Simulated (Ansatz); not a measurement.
Ligand exchange on a metal centre used in film growth or etching (Zn NH2-SH). All species are isolated molecules in the gas phase. One relaxed conformer stands for each flexible species; it need not be the lowest.

Quantity: redistribution energy (mixed species minus the weighted end members), in kcal/mol.

Case: 1 of 2 NH2 replaced by SH: [Zn(NH2)(SH)]. The other species in the difference include [Zn(NH2)2] (neutral, multiplicity 1). Geometry of [Zn(NH2)(SH)] (neutral, multiplicity 1, Å):

```xyz
6

Zn     0.0029     0.0357    -0.0818
N      0.1782     0.9882     1.4713
H     -0.6641     1.0155     2.0579
H      0.4715     1.9644     1.3474
S     -0.0100    -1.2571    -1.8398
H     -0.9918    -0.5409    -2.4472
```

Question: Predict the redistribution energy (mixed species minus the weighted end members) from frozen-core CCSD(T)/def2-TZVPP // TPSS-D3(BJ)/def2-SVP (Ansatz, an electronic-structure program).

Answer: -0.20 kcal/mol.
